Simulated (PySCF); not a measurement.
CF2I, SMILES F[C](I)F (connectivity only; charge and spin as stated), charge +1, multiplicity 1.

Geometry: PBE0-D3(BJ)/def2-SVP. The multiplicity is an assumed one; other spin states were not compared. The isomer is the one that the SMILES or the coordinates give; other isomers of the formula were not compared. The def2 effective core potentials stand for the cores of I; spin–orbit coupling is left out.

Calculation: r2SCAN/def2-TZVPD (PySCF).

Symmetry labels are those of the subgroup C2v that the program uses (full group C2v).

Computed valence orbital energies around the gap with their symmetry:
```csv
orbital,symmetry,energy (eV)
HOMO−7,B2,-23.09
HOMO−6,B1,-21.72
HOMO−5,A1,-21.36
HOMO−4,A2,-19.21
HOMO−3,B2,-18.61
HOMO−2,A1,-17.57
HOMO−1,B1,-14.40
HOMO,B2,-13.80
LUMO,B1,-10.36
LUMO+1,A1,-8.54
LUMO+2,A1,-4.54
LUMO+3,B2,-3.84
```
